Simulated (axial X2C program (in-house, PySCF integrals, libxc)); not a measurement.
# Worked dissociation energy of HfO: CCSD, spin-free

Computed with an in-house relativistic program for diatomic molecules. Spin-free means the one-electron spin-free X2C Hamiltonian. Basis: Hf dyall-cv3z [13s14p9d7f4g], O dyall-av3z [7s6p3d2f] (cores contracted in-house); Gaussian nuclei, density fitting, unrestricted open shells. Masses: Hf 179.947 u, O 15.995 u.

Molecular state: M_S = 0, Λ = 0 (closed shell).

Correlated methods: 10 electrons correlated (number of frozen shells: Hf 5 s, 4 p, 2 d, 1 f; O 1 s), 316 virtual spin orbitals or spinors in MP2, 90 natural virtuals in coupled cluster.

| Quantity | Value |
| --- | --- |
| E(Hf) (2M_S = 2, M_L = 2) | -15073.654229 hartree |
| E(O) (2M_S = 2, M_L = 0) | -75.038084 hartree |
| E(HfO) at Re | -15148.989420 hartree |
| ωe | 985.2 cm⁻¹ |

Q: Work out De and D0.

A: De = -15073.654229 + (-75.038084) − (-15148.989420) = 0.29711 hartree = 8.085 eV. The zero-point energy is ωe/2 = 493 cm⁻¹ = 0.061 eV, so D0 = 8.024 eV.

The state is a single determinant with fixed occupations, the lowest that a limited PBE0 search found. The closed shell is kept restricted, so the energy runs too high when the bond is stretched far. Dissociation energies refer to the lowest single-determinant-based atoms at the same level and basis. CCSD ran in a truncated set of natural virtual spinors with an MP2 remainder; without triples it tends to underbind. The outer-core s and p shells of the metal are frozen in the correlated rows, which leaves out core–valence correlation; for alkali and alkaline-earth bonds that tends to lengthen them. The T1 diagnostic is large, a sign of multireference character. With the outer-core shells frozen, correlated bond lengths of heavy atoms tend to come out a few hundredths of an ångström too long.

Each atomic determinant is the lowest at this level and need not be a pure term. Totals compare only within one Hamiltonian and basis.
